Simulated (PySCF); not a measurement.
CHCl (SMILES [CH]Cl), singlet, at a GFN2-xTB geometry. Base run: MP2/6-31G* run with PySCF.

The PySCF input:
```python
from pyscf import gto, scf, mp

mol = gto.Mole()
mol.atom = '''
    C    -1.025550    0.511417    0.049250
    Cl    0.466701   -0.163191   -0.013230
    H    -1.780622   -0.294258   -0.070584
'''
mol.basis = '6-31g*'
mol.charge = 0
mol.spin = 0
mol.verbose = 5
mol.build()

mf = scf.RHF(mol)
mf.kernel()

pt = mp.MP2(mf, frozen=6)
pt.kernel()
print('E(MP2) = %.10f' % pt.e_tot)
```

The base run was repeated with changes; each row names its change, and settings that it needs were set with it.

```json
[
 {"change": "base", "basis functions": "34", "E (Eh)": "-498.02440", "MP2 correlation (Eh)": "-0.23193", "SCF-reference HOMO (eV)": "-9.99", "SCF-reference HOMO-LUMO gap (eV)": "11.73", "SCF-reference dipole (D)": "1.69"},
 {"change": "basis = STO-3G", "basis functions": "?", "E (Eh)": "?", "MP2 correlation (Eh)": "?", "SCF-reference HOMO (eV)": "?", "SCF-reference HOMO-LUMO gap (eV)": "?", "SCF-reference dipole (D)": "?"},
 {"change": "basis = 3-21G", "basis functions": "24", "E (Eh)": "-495.48283", "MP2 correlation (Eh)": "-0.11684", "SCF-reference HOMO (eV)": "-10.10", "SCF-reference HOMO-LUMO gap (eV)": "11.67", "SCF-reference dipole (D)": "1.95"},
 {"change": "basis = def2-SV(P)", "basis functions": "34", "E (Eh)": "-497.87139", "MP2 correlation (Eh)": "-0.23788", "SCF-reference HOMO (eV)": "-9.98", "SCF-reference HOMO-LUMO gap (eV)": "11.55", "SCF-reference dipole (D)": "1.85"},
 {"change": "basis = pcseg-1", "basis functions": "37", "E (Eh)": "-498.01300", "MP2 correlation (Eh)": "-0.24264", "SCF-reference HOMO (eV)": "-10.15", "SCF-reference HOMO-LUMO gap (eV)": "11.46", "SCF-reference dipole (D)": "1.82"},
 {"change": "basis = def2-SVP", "basis functions": "37", "E (Eh)": "?", "MP2 correlation (Eh)": "?", "SCF-reference HOMO (eV)": "?", "SCF-reference HOMO-LUMO gap (eV)": "11.55", "SCF-reference dipole (D)": "?"},
 {"change": "basis = 6-31+G*", "basis functions": "42", "E (Eh)": "-498.03102", "MP2 correlation (Eh)": "-0.23482", "SCF-reference HOMO (eV)": "-10.12", "SCF-reference HOMO-LUMO gap (eV)": "11.13", "SCF-reference dipole (D)": "1.87"},
 {"change": "basis = 6-311G**", "basis functions": "?", "E (Eh)": "?", "MP2 correlation (Eh)": "?", "SCF-reference HOMO (eV)": "?", "SCF-reference HOMO-LUMO gap (eV)": "?", "SCF-reference dipole (D)": "?"},
 {"change": "basis = def2-SVPD", "basis functions": "55", "E (Eh)": "-497.90696", "MP2 correlation (Eh)": "-0.26098", "SCF-reference HOMO (eV)": "-10.14", "SCF-reference HOMO-LUMO gap (eV)": "11.34", "SCF-reference dipole (D)": "1.66"},
 {"change": "basis = aug-pcseg-1", "basis functions": "59", "E (Eh)": "?", "MP2 correlation (Eh)": "?", "SCF-reference HOMO (eV)": "-10.15", "SCF-reference HOMO-LUMO gap (eV)": "?", "SCF-reference dipole (D)": "1.61"},
 {"change": "basis = aug-cc-pVDZ", "basis functions": "59", "E (Eh)": "-498.09183", "MP2 correlation (Eh)": "-0.26232", "SCF-reference HOMO (eV)": "-10.12", "SCF-reference HOMO-LUMO gap (eV)": "11.10", "SCF-reference dipole (D)": "1.61"},
 {"change": "basis = pcseg-2", "basis functions": "78", "E (Eh)": "-498.15778", "MP2 correlation (Eh)": "-0.31426", "SCF-reference HOMO (eV)": "-10.09", "SCF-reference HOMO-LUMO gap (eV)": "11.28", "SCF-reference dipole (D)": "1.73"},
 {"change": "basis = cc-pVQZ", "basis functions": "144", "E (Eh)": "-498.21375", "MP2 correlation (Eh)": "-0.35506", "SCF-reference HOMO (eV)": "-10.09", "SCF-reference HOMO-LUMO gap (eV)": "11.34", "SCF-reference dipole (D)": "1.61"}
]
```

Problem. Some entries are withheld; supply them.

Solution. 
- basis = STO-3G, basis functions: 15
- basis = STO-3G, E (Eh): -492.43673
- basis = STO-3G, MP2 correlation (Eh): -0.04761
- basis = STO-3G, SCF-reference HOMO (eV): -8.42
- basis = STO-3G, SCF-reference HOMO-LUMO gap (eV): 13.54
- basis = STO-3G, SCF-reference dipole (D): 1.50
- basis = def2-SVP, E (Eh): -497.88178
- basis = def2-SVP, MP2 correlation (Eh): -0.24519
- basis = def2-SVP, SCF-reference HOMO (eV): -9.97
- basis = def2-SVP, SCF-reference dipole (D): 1.84
- basis = 6-311G**, basis functions: 50
- basis = 6-311G**, E (Eh): -498.08717
- basis = 6-311G**, MP2 correlation (Eh): -0.25650
- basis = 6-311G**, SCF-reference HOMO (eV): -10.11
- basis = 6-311G**, SCF-reference HOMO-LUMO gap (eV): 11.57
- basis = 6-311G**, SCF-reference dipole (D): 1.76
- basis = aug-pcseg-1, E (Eh): -498.03132
- basis = aug-pcseg-1, MP2 correlation (Eh): -0.25493
- basis = aug-pcseg-1, SCF-reference HOMO-LUMO gap (eV): 11.07

Totals compare only among sets that treat the same electrons; sets with core potentials leave the core out.
